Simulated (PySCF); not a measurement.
A GIAO shielding run with PySCF 2.14 (density fitting, non-relativistic, gas phase) on `C=Cc1nn[n-]c1OC`, [C5H6N3O]-:

```
{"job": {"kind": "nmr", "xc": "PBE0", "basis": "pcSseg-1"}, "charge": -1, "multiplicity": 1}
C      2.974929    -0.900690    -0.093475
C      1.642807    -0.851464    -0.136986
C      0.842809     0.308155     0.104484
N      1.286166     1.553122     0.417099
N      0.251965     2.328736     0.557051
N     -0.897131     1.673041     0.355265
C     -0.561088     0.419216     0.073156
O     -1.460845    -0.591779    -0.200727
C     -2.792290    -0.166763    -0.152589
H      3.550028    -0.020753     0.137704
H      3.522932    -1.812179    -0.285431
H      1.071562    -1.746157    -0.372853
H     -2.978045     0.631008    -0.881295
H     -3.046605     0.221605     0.840644
H     -3.411606    -1.037110    -0.383958
```

Hardware: 1 thread of an Arm Neoverse V2, shared host. The job also computes population analyses, field gradients, ring-centre shieldings.

(1) How large is the calculation?

(2) How long does it take?

## Answers

(1) 66 electrons, 183 basis functions and 932 auxiliary functions.

(2) 23 s of wall time, with 14 SCF cycles and 5 response iterations. Times on a shared host scatter by some tens of per cent.
